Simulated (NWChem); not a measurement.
## Atomisation of AlO

```xyz
2

Al     0.0000     0.0000     0.6241
O      0.0000     0.0000    -1.0142
```
Charge 0, spin multiplicity 2.

The numbers come from NWChem runs, not from measurements. The geometry was optimised at UB3LYP/def2-SVP, a minimum by its harmonic frequencies.

Basis set: def2-TZVP. The atomisation energy is electronic alone: no zero-point, thermal, spin-orbit or counterpoise terms. No value is extrapolated to the basis-set limit. Free atoms are single determinants with multiplicities Al 2, O 3. Correlated methods freeze the same cores in atoms and molecule, 6 orbitals in all.

```csv
method,atomisation energy (kcal/mol),remark
LDA (SVWN5),152.6,-
B3LYP,119.8,-
PBE0,116.1,-
BP86,131.2,-
PBE,131.2,-
TPSS,123.8,-
HF,55.7,-
MP2,107.8,-
LC-wPBE (omega 0.3 per bohr),122.8,-
CCSD(T),115.3,large amplitudes
```

The values span 97.0 kcal/mol, from HF (lowest) to LDA (SVWN5) (highest). 

B3LYP has NWChem's definition, with VWN1-RPA local correlation. The structure started from a generated list of species. The unpaired electrons of the parent sit in orbitals of symmetry a1 (C2v labels of the run); other states weren't searched. No SCF solution was tested for a lower state. Open-shell Hartree-Fock references start from PBE0 orbitals. Coupled-cluster values serve here as a point of comparison, not as the truth.
